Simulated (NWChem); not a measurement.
# GeH₂OCl₂; SMILES [OH][GeH]([Cl])[Cl]

```xyz
6

Ge    -0.3494     0.3315     0.0000
O     -1.8640    -0.5962     0.0000
Cl     0.8390    -0.1793     1.7400
Cl     0.8390    -0.1793    -1.7400
H     -0.7368     1.8179     0.0000
H     -1.6976    -1.5587     0.0000
```
Atoms are numbered in this order, from 1.

Computed with NWChem. Medium grid unless said otherwise, to which SCAN and Minnesota functionals are sensitive. Structure relaxed at the PBE-D3(BJ)/def2-SVP level. Hybrids' shares of exact exchange are those that their runs print; pure functionals count as 0. The functionals differ in more than this share.

| row | share of exact exchange | highest occupied level (eV) |
|---|---|---|
| PBE/def2-SVP | 0.00 | -7.43 |
| N12/def2-SVP | 0.00 | -7.33 |
| TPSSh/def2-SVP | 0.10 | withheld |
| B3LYP/def2-SVP | 0.20 | -8.65 |
| M05-2X/def2-SVP | 0.56 | -10.51 |

Task: Fit a straight line of the last column on the one before it, predict the withheld value, and compare with the run.

Result: 
1. Means of the 4 shown rows: x = 0.190, y = -8.480. Slope Σ(x − x̄)(y − ȳ)/Σ(x − x̄)² = -1.171/0.2092 = -5.597; intercept -7.417.
2. The shown rows scatter about the line by 0.075 (root mean square); the largest residual is -0.11, at B3LYP/def2-SVP.
3. At x = 0.10 (TPSSh/def2-SVP; inside the shown range) the line gives -7.98.
4. The run gives -8.27, -0.29 from the line, 3.9 times the scatter.
